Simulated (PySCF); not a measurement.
H3InO (SMILES [OH][InH2]), singlet, geometry from GFN2-xTB (such geometries of metal compounds can be far from the true shape) (core potentials on In). Base run: PySCF with PBE0/def2-SVP.

Input for PySCF:
```python
from pyscf import gto, scf, dft, solvent

mol = gto.Mole()
mol.atom = '''
    In    0.02369400   -0.13580886   -0.23499443
    H    -1.35988083   -0.13605469   -1.19584615
    H     1.50440952   -0.89282303   -0.60873177
    O    -0.21999777    0.84169792    1.40564028
    H     0.45444745    0.94992846    2.07418256
'''
mol.basis = 'def2-svp'
mol.ecp = {'In': 'def2-svp'}
mol.verbose = 4
mol.build()

mf = dft.RKS(mol)
mf.xc = 'pbe0'
mf.kernel()
```

Variants of this job, named by their change:

```csv
change,ΔE vs base (kcal/mol),dipole (D),HOMO-LUMO gap (eV)
base,0.000,1.43,6.68
model = IEF-PCM; solvent = water; r_probe = 0.5,-2.38,1.63,6.84
model = IEF-PCM; solvent = n-hexane,-2.17,1.54,6.81
model = IEF-PCM; solvent = water,-6.14,1.78,7.04
model = IEF-PCM; solvent = water; lebedev_order = 41,-6.15,1.78,7.04
model = COSMO; solvent = water,-6.14,1.78,7.04
model = ddCOSMO; solvent = water,?,?,?
model = IEF-PCM; solvent = water; vdw_scale = 1.4,-3.25,1.67,6.88
model = IEF-PCM; solvent = acetonitrile,?,?,?
model = IEF-PCM; solvent = toluene,-2.83,1.58,6.85
model = IEF-PCM; solvent = water; vdw_scale = 1.1,-8.90,1.86,7.16
model = IEF-PCM; solvent = water; vdw_scale = 1.0,?,?,?
```

**Question.** Complete the blanks.

**Answer.** 
- model = ddCOSMO; solvent = water, ΔE vs base (kcal/mol): -4.70
- model = ddCOSMO; solvent = water, dipole (D): 1.73
- model = ddCOSMO; solvent = water, HOMO-LUMO gap (eV): 6.98
- model = IEF-PCM; solvent = acetonitrile, ΔE vs base (kcal/mol): -5.98
- model = IEF-PCM; solvent = acetonitrile, dipole (D): 1.77
- model = IEF-PCM; solvent = acetonitrile, HOMO-LUMO gap (eV): 7.03
- model = IEF-PCM; solvent = water; vdw_scale = 1.0, ΔE vs base (kcal/mol): -13.57
- model = IEF-PCM; solvent = water; vdw_scale = 1.0, dipole (D): 1.96
- model = IEF-PCM; solvent = water; vdw_scale = 1.0, HOMO-LUMO gap (eV): 7.31

The base is the gas phase, so ΔE is the electrostatic part of solvation at a fixed geometry, without cavity and dispersion terms.
